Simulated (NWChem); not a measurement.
Molecule: InSi2H6F; SMILES [F][In]([SiH3])[SiH3]

Program: NWChem. No frequency run checked for a minimum. def2 effective core potentials on In; no spin-orbit coupling. Each level has its own optimisation.

For level PBE0/def2-SVP (core potentials):

- r F–In (Å) = 1.982
- r In–Si (Å) = 2.586
- dipole (D) = 2.88

Task: How do the values read with level Hartree-Fock/3-21G (all-electron, non-relativistic) instead?

Result: The r F–In (Å) is 1.928 and the r In–Si (Å) is 2.640. The dipole (D) comes out as 2.00.
